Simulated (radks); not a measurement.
Results of a calculation; reference values are marked as such.
Question: The table gives one normalised radial function P(r) = r R(r) (large component) of Xe+ in [Kr] 4d10 5s2 5p5 (r in bohr). Level of theory: Dirac Kohn-Sham, PBE, spin-unpolarised, spherical densities, finite nucleus; open shells fill j = l - 1/2 first; Fermi nuclear charge, rms radius 4.7859 fm (a radial shooting solver on a logarithmic mesh with Libxc functionals).

r,P
0.002516,0.0001
0.003355,0.0001
0.004475,0.0003
0.005921,0.0006
0.007897,0.0013
0.01045,0.0027
0.01394,0.0057
0.01844,0.0117
0.02459,0.0241
0.03254,0.0473
0.0434,0.0913
0.05789,0.1669
0.0766,0.2796
0.1022,0.4317
0.1352,0.5796
0.1803,0.6485
0.2385,0.5250
0.3182,0.1307
0.421,-0.4410
0.5615,-0.9774
0.7488,-1.1824
0.9908,-0.9979
1.322,-0.6094
1.749,-0.2758
2.332,-0.0841
3.086,-0.0169
4.116,-0.0018
5.445,-0.0001
7.263,0.0000

Which n and l does it have? It may be an empty orbital.

Answer: n = 4, l = 2: the number of nodes gives n - l - 1 = 1, the rise at small r points to l (for j = l - 1/2 the large component starts outside the nucleus as r^gamma with gamma = sqrt(l^2 - (Z/c)^2) = 1.96 and the r^(l+1) term takes over further out; the orbital of l - 1 with the same j starts with the same power, but with a larger coefficient, and does not steepen), and the extent must fit the shell. The curve is that of 4d3/2; the two j differ most near the nucleus, where j = l - 1/2 has the larger amplitude, and in heavy atoms j = l - 1/2 is also the more compact. 4d3/2: eigenvalue -70.423 eV, 1 radial node at r = 0.341 bohr, <r> = 0.870 bohr, 90 % of the charge inside 1.32 bohr.
